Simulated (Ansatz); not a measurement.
`CB[TeH]` → `[CH2]` (triplet) + `B[TeH]` at 298.15 K and 1 bar (formal loss of a carbene).

Computed with Ansatz on PBE0-D4/def2-TZVP structures; ΔE is electronic, products minus reactants. CBS: MP2 limit from def2 TZ/QZ plus the TZ coupled-cluster correction, frozen cores. This one scheme is used for every species. Triplets are unrestricted, without spin–orbit coupling. Elements past krypton have def2 core potentials. For Te outer-core shells are correlated without core-valence functions, which leaves a few kJ/mol of doubt a bond.

```
          species  CCSD(T)/CBS energy (Eh)  H − E (kJ/mol)  S (J/(mol·K))
        `CB[TeH]`               -333.59211           162.9          310.4
`[CH2]` (triplet)                -39.09499            55.4          195.3
         `B[TeH]`               -294.31292            83.4          268.1
```

H − E and S are ideal-gas, rigid-rotor, harmonic terms from PBE0-D4/def2-TZVP, with the whole ground term of open shells counted as degenerate. 1 Eh = 2625.50 kJ/mol, R = 8.31446 J/(mol·K).

By hand: ΔE, ΔH, ΔS and ΔG.

ΔE = (-39.09499) + (-294.31292) − (-333.59211) = 0.18420 Eh = 483.6 kJ/mol. Δ(H − E) = 55.4 + 83.4 − 162.9 = -24.1, so ΔH = 459.5 kJ/mol. ΔS = 195.3 + 268.1 − 310.4 = 153.0 J/(mol·K). ΔG = 459.5 − 298.15 × (153.0)/1000 = 413.9 kJ/mol.

By hand: the equilibrium constant, and the temperature at which ΔG would vanish if ΔH and ΔS stayed fixed.

log₁₀ K = −ΔG/(RT ln 10) = -72.5. ΔG = 0 at ΔH/ΔS = 3003 K, far beyond where these terms or the molecules hold.

The number of gas molecules changes by +1, which sets the sign of ΔS. A doubt of 5 kJ/mol in ΔE shifts log₁₀ K by 0.9 here. A triplet takes part, so the spin changes. These are equilibria of isolated gas molecules and say nothing of rates. Largest T1 diagnostic: 0.015 (customary marks: 0.02 for closed shells, 0.045 for open ones).
